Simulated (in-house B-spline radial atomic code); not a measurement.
Computed with a B-spline radial atomic code. Model: two electrons, singlet ground state, non-relativistic, full CI in B-splines with partial waves to l = 8 (at full coupling up to 3e-4 hartree above the limit, correlation up to 0.6 % small), density held at that of full coupling by Lieb maximisation.

W(λ) is the mean repulsion in the state of coupling λ less the Hartree energy of the fixed density. Its start is exact exchange, its initial slope is twice the second-order Görling-Levy correlation energy, and its area from 0 to 1 is E_xc. A straight curve means weak, dynamic correlation, and a curve that drops fast and flattens means strong correlation.

Command:
```bash
python run_ac.py task.json out
```
Settings (lengths in bohr, energies in hartree):
```
potential              gauss
strength               3.01
lmax                   8
second                 2.17
```

Cost of the run: 46 s on 1 thread of Intel(R) Xeon(R) Processor @ 2.30GHz, with other jobs on the host.

**W = mean repulsion less Hartree energy, and W of three functionals.**

Given: confinement Gaussian well; well depth 3.01 hartree; well width 2.17 bohr; external potential -V exp(-r^2/w^2).

Computed: LDA exchange minus exact 98.693 millihartree; SCAN exchange minus exact 3.4354 millihartree.

```tsv
coupling	W xc (hartree)	W xc minus exchange (millihartree)	kinetic minus Kohn-Sham (millihartree)	LDA (PW92) W minus its exchange (millihartree)	PBE W minus its exchange (millihartree)	SCAN W minus its exchange (millihartree)
0	-0.67332	0	0	0	0	0
0.02	-0.67523	-1.915	0.02	-11	-3.01	-1.87
0.05	-0.67806	-4.738	0.12	-22.14	-7.3	-4.59
0.12	-0.68442	-11.106	0.66	-41.53	-16.54	-10.65
0.25	?	?	?	?	?	?
0.4	-0.70712	-33.798	6.46	-90.82	-46.58	-31.94
0.6	-0.72099	-47.674	13.37	-115.05	-63.76	-44.97
0.8	-0.73326	-59.946	21.93	-134.73	-78.58	-56.61
1	-0.74418	-70.856	31.73	-151.34	-91.59	-67.08
1.4	-0.76269	-89.367	53.81	-178.32	-113.57	-85.23
2	-0.78429	-110.97	90.23	-208.88	-139.48	-107.14
3	?	?	?	?	?	?
4.5	-0.8345	-161.18	244.33	-280.66	-203.4	-161.36
7	-0.8589	-185.58	381.73	-317.99	-237.78	-188.54
10	-0.87615	-202.83	526.25	-346.05	-263.98	-207.05
```

(1) What belongs in the row 0.25?

(2) What belongs in the row 3?

(3) What is the PBE exchange minus exact?

**Energy parts, natural occupations and partial-wave weights.**

Computed: total energy -2.3772 hartree; exchange energy -0.67332 hartree; kinetic part of the DFT correlation energy 0.031733 hartree; kinetic part over minus potential part 0.44785; Hartree energy 1.3466 hartree; Kohn-Sham kinetic 1.0497 hartree; Lieb Oxford ratio E_xc over LDA exchange 1.2398.

```json
{"natural": "s", "occupation of the shell (electrons)": "1.969"}
{"natural": "p", "occupation of the shell (electrons)": "?"}
{"natural": "s", "occupation of the shell (electrons)": "0.0023751"}
{"natural": "d", "occupation of the shell (electrons)": "0.00082207"}
{"natural": "p", "occupation of the shell (electrons)": "0.00023272"}
{"natural": "f", "occupation of the shell (electrons)": "9.781e-05"}
```

(4) What belongs in the row p?

```
wave      weight
   s     0.98569
   p    0.013803
   d  0.00043295
   f           ?
   g  1.2058e-05
```

(5) What belongs in the row f?

(6) What is the correlation energy?

(7) What is the initial slope twice GL2?

## Answers

(1) W xc (hartree): -0.69548; W xc minus exchange (millihartree): -22.163; kinetic minus Kohn-Sham (millihartree): 2.69; LDA (PW92) W minus its exchange (millihartree): -67.8; PBE W minus its exchange (millihartree): -31.59; SCAN W minus its exchange (millihartree): -21.05.

(2) W xc (hartree): -0.8098; W xc minus exchange (millihartree): -136.48; kinetic minus Kohn-Sham (millihartree): 153.15; LDA (PW92) W minus its exchange (millihartree): -244.84; PBE W minus its exchange (millihartree): -171.06; SCAN W minus its exchange (millihartree): -134.15.

(3) 27.684 millihartree.

(4) occupation of the shell (electrons): 0.027358.

(5) weight: 5.4706e-05.

(6) -0.039123 hartree.

(7) -0.096398 hartree.

Half-way to full coupling W has made 57 % of its drop, against 50 % for a straight line, and second-order (GL2) theory, half the initial slope, overshoots the correlation energy by about 23 %: a moderate bend, as in light atoms. Over couplings 0 to 1 the errors in E_xc come to about +42 millihartree for LDA, +14 millihartree for PBE, +5.6 millihartree for SCAN, so SCAN is nearest. In LDA and PBE the errors of exchange and correlation have opposite signs, so the sum is smaller than the larger of the two.
